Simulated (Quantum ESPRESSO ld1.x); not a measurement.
Values are calculated unless marked as measured or tabulated.
Pt XXIX, configuration [Kr] 4d10 4f4.

Level of theory: scalar-relativistic Kohn-Sham, BLYP, spin-unpolarised, spherical densities, point nucleus (ld1.x of Quantum ESPRESSO 7.5).

Energy parts (eV):
| part | energy |
|---|---|
| total | -490968.9 |
| kinetic | 548903.3 |
| electron-nucleus | -1171288.1 |
| Hartree | 140052.0 |
| exchange-correlation | -8636.1 |

Orbitals (lengths in bohr, moments of r in powers of bohr; r(max) is where P^2 peaks; r(90%) holds 90 % of the orbital's charge):
orbital  occ.  eigenvalue (eV)  <1/r>  r(90%)  r(max)      <r^2>
1s          2         -79395.1  94.03  0.0313   0.011  0.0004058
2s          2         -14731.7  22.03   0.112   0.061   0.006201
2p          6         -12892.0  19.66   0.106   0.051   0.005203
3s          2         -4187.44  8.185   0.273   0.173    0.03982
3p          6         -3651.34  7.488   0.280   0.171    0.04076
3d         10         -3072.71  7.049   0.263   0.140    0.03371
4s          2         -1576.31  3.673   0.566   0.381     0.1781
4p          6         -1390.63  3.371   0.598   0.397     0.1965
4d         10         -1169.95  3.105   0.624   0.400     0.2074
4f          4         -933.420  2.839   0.624   0.346     0.1947

The highest occupied level is 4f at -933.42 eV. Summed over all electrons, <r^2> = 5.094 bohr^2, which gives a Langevin (diamagnetic) susceptibility term of -4.03 x 10^-6 cm^3/mol. The density falls to 0.001 e/bohr^3 at r = 1.24 bohr.
